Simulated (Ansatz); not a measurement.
Consider the formal loss of a carbene: `[CH3][Sn]([F])([F])[C]#N` → `[CH2]` (triplet) + `N#[C][SnH]([F])[F]`.

Calculated with Ansatz (gas phase, PBE0-D4/def2-TZVP geometries, no zero-point term in ΔE). CCSD(T)/CBS is the MP2 limit (def2-TZVPP, def2-QZVPP) plus CCSD(T) − MP2 in def2-TZVPP, frozen cores. This one scheme is used for every species. DFT in def2-TZVPP. Triplets are unrestricted, without spin–orbit coupling. Elements past krypton have def2 core potentials. For Sn outer-core shells are correlated without core-valence functions, which leaves a few kJ/mol of doubt a bond.

`[CH3][Sn]([F])([F])[C]#N`:

```xyz
9

C    -0.443   -0.660   -1.291
Sn   -0.163    0.028    0.675
F    -1.720    0.887    1.344
F     0.128   -1.410    1.884
C     1.399    1.374    1.055
N     2.276    2.110    1.183
H     0.463   -1.164   -1.623
H    -0.659    0.190   -1.936
H    -1.281   -1.355   -1.291
```

`[CH2]` (triplet):

```xyz
3

C    -0.260   -0.092    0.002
H    -0.201    0.980    0.103
H     0.461   -0.888   -0.105
```

`N#[C][SnH]([F])[F]`:

Cartesian coordinates in Å:
```
N -1.273 -0.949 2.127
C -0.726 -0.538 1.202
Sn 0.176 0.198 -0.531
F 1.684 -0.909 -0.829
F 0.907 1.878 -0.051
H -0.768 0.321 -1.918
```

Q: Is it downhill or uphill in electronic energy at CCSD(T)/CBS, and by how much? (An estimate is asked.)

A: The calculation gave: Uphill: ΔE = +490.1 kJ/mol.

Q: What do these levels give: r2SCAN-D4, r2SCAN, r2SCANh, r2SCAN0, RPA@PBE/def2-TZVPP, CCSD/def2-TZVPP? (Estimate.)

A: Ansatz gave: r2SCAN-D4 462.6, r2SCAN 461.0, r2SCANh 458.9, r2SCAN0 456.1, RPA@PBE/def2-TZVPP 466.2, CCSD/def2-TZVPP 463.2 kJ/mol.

Largest T1 diagnostic among the species: 0.015.

The D4 term adds +9.2 kJ/mol with B3LYP and +5.1 kJ/mol with PBE0; it sums over pairs of atoms, weighted by their polarisabilities, and B3LYP, whose exchange is more repulsive, gets the larger term. From BLYP to BHLYP (50 % exact exchange), in def2-TZVPP and without D4, ΔE moves by −8.7 kJ/mol.

B3LYP here is the variant with VWN-RPA as its local correlation; programs differ in this.
